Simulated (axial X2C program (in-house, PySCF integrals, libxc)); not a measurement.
Values are calculated unless marked as measured or tabulated.
**TeP: input and output**

Program: an axial X2C code built on PySCF integrals.

Input file and command:
```json
{"zs": [52, 15], "q": 0, "bas": ["dyall-cv3z", "dyall-v3z"], "levels": ["PBE0", "HF", "M06"], "cc": true, "r0": 2.3, "thr": -1.0, "nmax": 90, "npts": 10, "nst": 2, "ntry": 6}
```
```bash
python so2c.py task.json out
```

Keys: zs atomic numbers; q charge; bas basis sets; levels methods; cc coupled cluster on or off; r0 starting distance in Å; thr threshold in hartree for freezing inner shells (an s shell follows its p shell); nmax most natural virtual spinors; npts points on the curve; nst determinants followed; ntry starts of the search. HF also brings MP2.

Output of the HF step, with spin–orbit coupling, at R = 2.255 Å for the state Ω = 1/2. It starts from PBE0 orbitals of this distance.

```
two-component X2C + atomic mean field  HF
basis functions 170  fitting functions 922  grid points 5081
iter        total energy     max residual
   1      -7129.575768602     3.98e-01
   2      -7129.602054746     1.25e-02
   3      -7129.604851262     2.98e-02
   4      -7129.608478033     3.61e-02
   5      -7129.611348262     2.11e-02
   6      -7129.614073288     7.06e-03
   7      -7129.615461183     1.03e-02
   8      -7129.615547601     2.30e-03
   9      -7129.615573609     1.77e-03
  10      -7129.615577443     7.32e-04
  11      -7129.615578778     1.20e-04
  12      -7129.615579079     1.78e-04
  13      -7129.615579195     7.97e-05
  14      -7129.615579224     1.94e-05
  15      -7129.615579229     1.57e-05
  16      -7129.615579230     4.65e-06
  17      -7129.615579230     7.95e-07
converged
one-electron -10150.10559511  Coulomb 3039.02389197  exact exchange -197.48299602  xc functional 0.00000000  nuclear repulsion 183.04134125  atomic mean-field constant -4.09222131
correlated 11  virtual 217  natural virtual 90  E(MP2) -0.225242860  MP2 remainder -0.006606977
iter   CCSD correlation   residual
   1     -0.239183803   1.41e-01
   2     -0.249047185   7.41e-02
   3     -0.253094935   5.00e-02
   4     -0.256976391   3.61e-02
   5     -0.258377943   1.51e-02
   6     -0.258678242   5.81e-03
   7     -0.258813320   2.40e-03
   8     -0.258789924   1.03e-03
   9     -0.258794326   4.45e-04
  10     -0.258793387   2.05e-04
  11     -0.258793796   1.07e-04
  12     -0.258794398   5.21e-05
  13     -0.258794420   2.57e-05
  14     -0.258794997   1.07e-05
  15     -0.258795226   4.73e-06
  16     -0.258795378   2.29e-06
  17     -0.258795432   1.10e-06
  18     -0.258795453   5.85e-07
  19     -0.258795473   3.11e-07
  20     -0.258795483   1.48e-07
(T) -0.015946253  T1 0.0985  D1 0.2273  max T2 0.129
```
Energies are in hartree; totals compare only within one Hamiltonian and basis. T1 is large, a sign of multireference character or of a spin-contaminated reference. T1 in the output is the amplitude norm over the root of the electron number; divide by √2 for the Lee–Taylor value. The determinant is spin-polarised beyond a pure state at some levels (its spin-free form has ⟨S²⟩ too high), which makes Re and μ there less reliable.
